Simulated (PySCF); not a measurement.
Bond stretch in MgO, singlet.

Method: CCSD(T) on UHF/6-31G, 2 core orbitals frozen (PySCF).

Q: Relative to R = 1.93 Å, what are the energies at R = 1.55, 1.63, 1.81, 2.57 Å?

A: 0.988 eV at 1.55 Å, 0.313 eV at 1.63 Å, 0.134 eV at 1.81 Å, 1.075 eV at 2.57 Å.

The unrestricted solution behind UCCSD(T) changes between 2.57 and 2.89 Å, which can leave a kink. The unrestricted determinant behind UCCSD(T) is spin-contaminated at 1.38 to 6.96 Å (<S²> up to 2.0, against 0.00 for a pure singlet).
